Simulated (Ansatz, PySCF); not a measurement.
Species: C3H7Si (charge -1, singlet). SMILES: C=[C-]C[SiH3]
Geometry from a B3LYP-D3(BJ)/def2-TZVP (Ansatz, a first-principles code) optimisation:
```
C
H 1 1.0996
H 1 1.1186 2 107.16
C 1 1.5110 2 111.56 3 -128.61
C 4 1.3409 1 114.97 2 126.26
H 5 1.0926 4 122.75 1 177.55
H 5 1.1118 6 113.77 4 -179.64
Si 1 1.8640 2 105.79 3 118.77
H 8 1.4875 1 113.47 2 173.57
H 8 1.4885 9 107.61 1 126.33
H 8 1.5120 9 104.51 10 110.68
```
Charge -1, spin multiplicity 1.

Unscaled harmonic wavenumbers (cm⁻¹) in rising order, each level at the stationary point that it reaches from this structure (no distance between atoms moves by over 0.3 Å); the order of modes can differ between levels, and a negative number is imaginary. B3LYP-D3(BJ)/def2-TZVP (PySCF, at the structure above): 103, 158, 194, 419, 536, 587, 662, 774, 832, 866, 896, 945, 953, 967, 1061, 1100, 1145, 1402, 1420, 1571, 2050, 2182, 2190, 2732, 2805, 2967, 3031.

HF/3-21G (Ansatz): 100, 191, 221, 452, 588, 620, 708, 820, 874, 946, 969, 1014, 1048, 1066, 1172, 1225, 1281, 1548, 1598, 1714, 2078, 2216, 2238, 3035, 3055, 3157, 3185. Zero-point energy 53.1 against 49.4 kcal/mol; where all levels lie over 400 cm⁻¹, the wavenumbers are on average 1.078 times those of B3LYP-D3(BJ)/def2-TZVP.

HF/6-31G* (Ansatz): 115, 188, 211, 448, 590, 646, 717, 837, 909, 939, 957, 1033, 1065, 1070, 1157, 1218, 1279, 1544, 1584, 1724, 2170, 2310, 2332, 3006, 3051, 3120, 3186. Zero-point energy 53.5 against 49.4 kcal/mol; where all levels lie over 400 cm⁻¹, the wavenumbers are on average 1.088 times those of B3LYP-D3(BJ)/def2-TZVP.

B3LYP/6-31G* (Ansatz): 81, 139, 286, 397, 561, 607, 667, 746, 825, 858, 893, 908, 989, 1005, 1056, 1109, 1139, 1442, 1460, 1616, 1928, 2180, 2202, 2791, 2848, 2968, 3023. Zero-point energy 49.6 against 49.4 kcal/mol; where all levels lie over 400 cm⁻¹, the wavenumbers are on average 1.006 times those of B3LYP-D3(BJ)/def2-TZVP.
